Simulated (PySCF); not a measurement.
Species: C7H11F.
Atom-mapped SMILES: `[CH3:1][C@@H:2]1[CH:3]=[C:4]([F:5])[CH2:6][CH2:7][CH2:8]1` (hydrogens: H9, H10, H11 on C1; H12 on C2; H13 on C3; H14, H15 on C6; H16, H17 on C7; H18, H19 on C8)

The closed-shell SCF was solved with PySCF and density fitting under several settings on one GFN2-xTB geometry (grid level 2 and gas phase unless stated).

```
      settings  basis functions  SCF cycles     E (Eh)  HOMO (eV)  LUMO (eV)  dipole (D)
 PBE0/pcSseg-1              191          14  -372.7331      -6.89       0.62        1.95
PBE0/def2-SVPD              251          14  -372.5281      -6.92       0.40        2.05
```

Problem. Estimate the row for these settings: PBE0/STO-3G, start guess huckel.

Solution. 
| settings | basis functions | SCF cycles | E (Eh) | HOMO (eV) | LUMO (eV) | dipole (D) |
| --- | --- | --- | --- | --- | --- | --- |
| PBE0/STO-3G, start guess huckel | 51 | 13 | -368.1077 | -4.15 | 4.21 | 0.92 |

Problem. Over all rows, what range does the HOMO–LUMO gap span?

Solution. From 7.32 eV (PBE0/def2-SVPD) to 8.36 eV (PBE0/STO-3G, start guess huckel).

Problem. And the dipole moment?

Solution. From 0.92 D (PBE0/STO-3G, start guess huckel) to 2.05 D (PBE0/def2-SVPD); the largest is 2.23 times the smallest, and the median is 1.95 D.

Problem. Compare two rows with the functional PBE0: PBE0/pcSseg-1 and PBE0/def2-SVPD. Which energy is lower, and by how much?

Solution. PBE0/pcSseg-1 (191 functions) lies 0.2050 Eh or 129 kcal/mol below PBE0/def2-SVPD (251 functions). The smaller set gives the lower energy; the two sets aren't nested, so the variational bound doesn't order them by size.

Cycle counts include a coarse-grid stage where the run had one.

One conformer stands for the species.
